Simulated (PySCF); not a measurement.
Input for PySCF:
```python
from pyscf import gto, scf, dft

mol = gto.Mole()
mol.atom = '''
    N    -0.000889    0.002201    0.110024
    H     0.015877    0.938466   -0.275490
    H     0.812490   -0.488757   -0.240501
    H    -0.822147   -0.465118   -0.254176
'''
mol.basis = 'def2-tzvp'
mol.charge = 0
mol.spin = 0
mol.verbose = 4
mol.build()

mf = dft.RKS(mol)
mf.xc = 'b3lyp'
mf.kernel()
mf.analyze()
```

**Question.** Give the nuclear repulsion energy at the level B3LYP/def2-TZVP in PySCF.

**Answer.** 11.9448 Eh

**Question.** Estimate the total energy that B3LYP/def2-TZVP returns for this input.

**Answer.** -56.585674 Ha

**Question.** What HOMO energy does B3LYP/def2-TZVP give?

**Answer.** -7.27 eV

**Question.** What is the computed dipole moment (B3LYP/def2-TZVP)?

**Answer.** 1.66 D

**Question.** Predict the HOMO-LUMO gap from B3LYP/def2-TZVP.

**Answer.** 7.92 eV

**Question.** What number of basis functions does B3LYP/def2-TZVP give?

**Answer.** 49
